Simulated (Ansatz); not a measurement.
`[OH][Zr]([OH])([F])[I]` and `[OH][Ti]([OH])([F])[I]` differ in one element.

Ansatz, PBE0-D4/def2-TZVP geometries, multiplicity 1. Each molecule was computed in one conformer, which needn't be the lowest.

Elements past krypton have def2 core potentials. Scalar relativity is left out up to krypton.

| property | `[OH][Zr]([OH])([F])[I]` |
| --- | --- |
| HOMO–LUMO gap (PBE/def2-TZVPP) / eV | 4.59 |
| HOMO energy (B3LYP/def2-TZVPP) / eV | -7.31 |
| HOMO energy (ωB97M-V/def2-TZVPP) / eV | -9.65 |
| LUMO energy (PBE0/def2-TZVPP) / eV | -1.01 |
| HOMO–LUMO gap (B3LYP/def2-TZVPP) / eV | 6.08 |
| LUMO energy (B3LYP/def2-TZVPP) / eV | -1.24 |

Q: What does the change do to each property? (Best estimate.)

A: Ansatz gave: 
```csv
property,`[OH][Ti]([OH])([F])[I]`,shift
HOMO–LUMO gap (PBE/def2-TZVPP) / eV,3.09,-1.50
HOMO energy (B3LYP/def2-TZVPP) / eV,-7.40,-0.09
HOMO energy (ωB97M-V/def2-TZVPP) / eV,-9.70,-0.05
LUMO energy (PBE0/def2-TZVPP) / eV,-2.49,-1.48
HOMO–LUMO gap (B3LYP/def2-TZVPP) / eV,4.64,-1.44
LUMO energy (B3LYP/def2-TZVPP) / eV,-2.76,-1.52
```

With PBE0 the HOMO falls by 0.07 eV and the LUMO falls by 1.48 eV, so the gap narrows by about 1.41 eV. PBE moves the HOMO by -0.08 eV and ωB97M-V by -0.05 eV.

B3LYP here is the variant with VWN-RPA as its local correlation; programs differ in this.

Spin–orbit coupling is left out; it splits and shifts lone-pair levels of the heavy atoms by tenths of an eV.
